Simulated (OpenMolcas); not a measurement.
**Levels of Rb I by method**

```json
{
 "Program": "OpenMolcas 26.06",
 "Basis": "ANO-RCC-VDZP [6s5p2d]",
 "Scalar Hamiltonian": "DKH2, point nucleus",
 "Active space": "1 electron in 4 orbitals (5s 5p)",
 "State averaging": "2S+1 = 2 even, 1 root; 2S+1 = 2 odd, 3 roots",
 "Spin-orbit coupling": "RASSI with atomic mean-field integrals over the reference wave functions, term energies averaged over their components"
}
```

Methods on the same reference wave functions:
A. CASSCF
B. SS-CASPT2, IPEA 0.25 Eh, imaginary shift 0.1 Eh (closed shells correlated: 4s 4p)

Energies in cm-1 above 5s 2S 1/2, the measured ground level; measured values from NIST Handbook of Basic Atomic Spectroscopic Data.

```tsv
Level	A	B	Measured
5s 2S 1/2	0.0	0.0	0.0
5p 2P* 1/2	10737	12137	12579
5p 2P* 3/2	10877	12277	12817
```

Deviations, from unrounded energies. A percentage is the sum of absolute deviations over the sum of measured energies, with the sign that they share, or ± where signs differ.

```tsv
Against measurement	Levels	A	B
mean absolute deviation (cm-1)	2	1900	490
other configurations (%)	2	-14.9	-3.9
```

B lies closest to measurement on these levels. The largest miss of B in the table is 5p 2P* 3/2, by -540 cm-1. The ranking rests on the paired levels alone, and a cruder setting can come out closer through cancelling errors.

The lowest spin-free term lies below A's lowest term by 0.132 hartree in B.

ANO sets are built for ground and valence states and can reach diffuse excited orbitals poorly. With one active electron the reference holds no correlation, so core polarisation is missing (holds for A). With one active electron, CASPT2 adds the correlation within the correlated inactive shells and between them and that electron, and leaves the splitting within a term as the reference gives it (holds for B). Computed and measured levels are paired by configuration, term and J; levels that our copy of the source lacks, or whose pairing is in doubt (as where it misses far off the trend of its configuration), stay unpaired and out of the deviations. Only configurations of the active space appear.

* marks odd parity.
